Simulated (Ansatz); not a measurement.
Gas-phase electronic energies from Ansatz, PBE0-D4/def2-TZVP geometries. CCSD(T)/CBS is the MP2 limit (def2-TZVPP, def2-QZVPP) plus CCSD(T) − MP2 in def2-TZVPP, frozen cores. This one scheme is used for every species, atoms too. Functionals use def2-TZVPP. Open shells (•) are unrestricted, without spin–orbit coupling. Spin–orbit coupling would lower the free atoms: a little for F. def2 core potentials past Kr. For Sn outer-core shells are correlated without core-valence functions, so the limit isn't a true one: a few kJ/mol of doubt a bond, and 10 to 20 or more in all where bonds break to atoms. Each species was taken in one conformer, which may not be the lowest.

Reaction (hydrogen abstraction from the Sn–H bond): `C[O][SnH2][NH2]` + F• → `C[O][SnH][NH2]`• + H–F

`C[O][SnH2][NH2]`:

```xyz
11

C     0.684   -1.128    1.307
O     0.641    0.272    1.200
Sn   -0.573    1.098   -0.104
N    -0.140    0.216   -1.865
H     0.870   -1.618    0.343
H     1.500   -1.395    1.985
H    -0.245   -1.542    1.725
H    -0.155    2.744    0.000
H    -2.184    0.683    0.284
H     0.541    0.690   -2.441
H    -0.940   -0.019   -2.434
```

`C[O][SnH][NH2]`•:

Cartesian coordinates in Å:
```
C 0.148 1.720 0.832
O -0.167 0.359 0.729
Sn -0.606 -0.492 -1.000
N -0.022 -2.381 -0.509
H -0.748 2.354 0.829
H 0.668 1.886 1.782
H 0.812 2.068 0.027
H 0.544 0.172 -2.143
H -0.158 -2.562 0.480
H -0.471 -3.125 -1.028
```

H–F:

```xyz
2

F    -0.165   -0.078    0.422
H     0.165    0.078   -0.422
```

CCSD(T)/CBS gives -267.0 kJ/mol.

Problem. Another level gave -303.4 kJ/mol. Which?
A. r2SCAN/def2-TZVPP
B. CCSD(T)/def2-TZVPP
C. HF/def2-TZVPP
D. PBE-D4/def2-TZVPP

Solution. D. PBE-D4 -303.4, CCSD(T)/def2-TZVPP -253.6, r2SCAN -280.0, HF/def2-TZVPP -151.8 kJ/mol.

Largest T1 diagnostic among the species: 0.018.

In def2-TZVPP, CCSD(T) changes the Hartree–Fock value by −101.8 kJ/mol (the triples alone add −8.4 kJ/mol) and MP2 by −127.9 kJ/mol. From PBE to PBE0 (25 % exact exchange), in def2-TZVPP and without D4, ΔE moves by +35.6 kJ/mol.

CCSD(T)/CBS has its own doubt, a few kJ/mol and more with outer-core shells, so smaller differences from it don't rank the levels.
